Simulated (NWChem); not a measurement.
# C2H7Al, triplet; SMILES of the neutral closed-shell parent [AlH]([CH3])[CH3]

```xyz
10

Al     0.8695    -0.0477     0.0000
C     -0.7244    -0.0122    -1.4034
H     -0.0298     0.0619    -2.2588
H     -1.2930    -0.9478    -1.3989
H     -1.3477     0.8817    -1.2891
C     -0.7244    -0.0122     1.4034
H     -0.0298     0.0619     2.2588
H     -1.3477     0.8817     1.2891
H     -1.2930    -0.9478     1.3989
H      1.6465     1.3634     0.0000
```
Atoms are numbered in this order, from 1.

This is a stationary point of PBE0/def2-SVP, spin-unrestricted (NWChem), point group Cs. This spin state was assumed; another may lie lower.

Problem. Is it a minimum? If not, what does it relax to?

Solution. No. It has an imaginary frequency of 103i cm⁻¹. Following that mode (on a finer grid) lowers the energy by 1.7 kcal/mol and ends, with real frequencies alone, at point group C1:
```xyz
10

Al     0.6003    -0.2819     0.1248
C     -0.5089     0.1352    -1.7338
H      0.1449     0.0470    -2.6062
H     -1.1215    -0.7617    -1.5421
H     -1.0737     1.0713    -1.6821
C     -0.5830    -0.0974     1.6962
H      0.0074     0.1396     2.5978
H     -1.3201     0.7123     1.5591
H     -1.1330    -1.0276     1.9152
H      1.0526     1.1623    -0.6045
```
